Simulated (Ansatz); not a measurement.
Relaxation of AlClH$_{8}$N$_{2}$Si (13 atoms, charge 0, multiplicity 1), to a largest force component of 0.03 eV/Å in at most 50 steps.

Level of theory: RKS PBE0/cc-pVDZ in Ansatz.

```xyz
13
Properties=species:S:1:pos:R:3
Al 0.067 -0.337 -0.159
Cl -0.024 -1.136 1.889
N 1.659 -0.276 -0.940
H 2.518 -0.562 -0.484
H 1.852 0.077 -1.870
N -1.471 0.158 -0.900
H -2.365 0.058 -0.433
H -1.605 0.435 -1.866
Si -0.009 2.873 1.273
H 0.823 3.557 2.315
H 0.510 3.222 -0.087
H -1.437 3.299 1.397
H 0.087 1.412 1.490
```

Where does it end, and by what steps?

It converged. The force dipped under the threshold on the way, but the program's further checks kept it going. After 25 steps the energy has fallen by 0.150 eV; H12 moved furthest, 0.91 Å.

```csv
step,energy less start (eV),largest force component (eV/Å),accepted
0,0.0000,0.916,yes
1,-0.0733,0.434,yes
2,-0.0927,0.120,yes
3,-0.1039,0.062,yes
4,-0.1130,0.067,yes
5,-0.1279,0.214,yes
6,-0.1350,0.107,yes
7,-0.1311,0.250,no
8,-0.1397,0.099,yes
9,-0.1410,0.079,yes
10,-0.1417,0.063,yes
11,-0.1414,0.190,no
12,-0.1424,0.019,yes
13,-0.1440,0.054,yes
14,-0.1443,0.086,yes
15,-0.1451,0.094,yes
16,-0.1460,0.039,yes
17,-0.1470,0.023,yes
18,-0.1445,0.192,no
19,-0.1479,0.049,yes
20,-0.1481,0.074,yes
21,-0.1487,0.042,yes
22,-0.1491,0.027,yes
23,-0.1496,0.069,yes
24,-0.1497,0.043,yes
25,-0.1498,0.026,yes
```

```xyz
13
Properties=species:S:1:pos:R:3
Al 0.115 -0.308 -0.049
Cl -0.218 -1.281 1.820
N 1.681 -0.545 -0.858
H 2.480 -0.981 -0.411
H 1.944 -0.170 -1.761
N -1.275 0.546 -0.786
H -2.220 0.449 -0.429
H -1.299 0.903 -1.735
Si -0.147 2.833 1.154
H 0.512 3.779 2.115
H -0.245 3.488 -0.186
H -1.484 2.439 1.688
H 0.760 1.628 1.063
```

Whether the end is a true minimum wasn't checked by a vibrational analysis.

Time of the run: 63 s on 4 threads of Arm Neoverse V2 (shared host), peak memory 0.32 GiB.
